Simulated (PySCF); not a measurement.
¹⁹F chemical shifts

- shielding tensors at PBE0/pcSseg-1 (GIAO)
- GFN2-xTB geometry
- program: PySCF
- single conformer, in vacuum, non-relativistic Hamiltonian, equivalent nuclei averaged

Shieldings were converted by a linear fit to measured shifts: ¹⁹F: δ = 146.13 − 0.903σ +14.6 on sp3 carbon (rms 6.0 ppm, 223 shifts, 7.0 ppm with the 5 outliers that the fit left out vs CFCl3, solution or neat liquid). A few per cent of atoms miss by over 2 rms, more outside the fitted compound classes.

(1) Give the ¹⁹F shifts of `Cc1cc(C(F)(F)F)sn1`, `O=CO[C@@H]1OCO[C@H](F)O1`, `CS/C(F)=C(\C#N)C(F)F`, `FCc1ccnnc1`.

(2) Order these by ¹⁹F shift, lowest first.
A. O=CO[C@@H]1OCO[C@H](F)O1
B. FCc1ccnnc1
C. CNN(C)CC(F)(F)F
D. N#Cc1c(Cl)csc1F
E. CCC(F)(C#N)C#N
F. Cc1cc(C(F)(F)F)sn1

Answers

(1) 
```tsv
compound	environment	δ (ppm)
Cc1cc(C(F)(F)F)sn1	fluorine of a CF3 group (×3)	-55.6
O=CO[C@@H]1OCO[C@H](F)O1	fluorine on an sp3 carbon	-89.7
[CH3:1][S:2]/[C:3]([F:4])=[C:5](\[C:6]#[N:7])[CH:8]([F:9])[F:10]	F4: vinylic fluorine	-82.5
[CH3:1][S:2]/[C:3]([F:4])=[C:5](\[C:6]#[N:7])[CH:8]([F:9])[F:10]	F9/10: fluorine of a CF2 group (×2)	-107.7
FCc1ccnnc1	fluorine on an sp3 carbon	-240.2
```

(2) B (-240.2 ppm, fluorine on an sp3 carbon), E (-145.9 ppm, fluorine on an sp3 carbon), D (-104.9 ppm, aryl fluorine), A (-89.7 ppm, fluorine on an sp3 carbon), C (-70.1 ppm, fluorine of a CF3 group), F (-55.6 ppm, fluorine of a CF3 group).
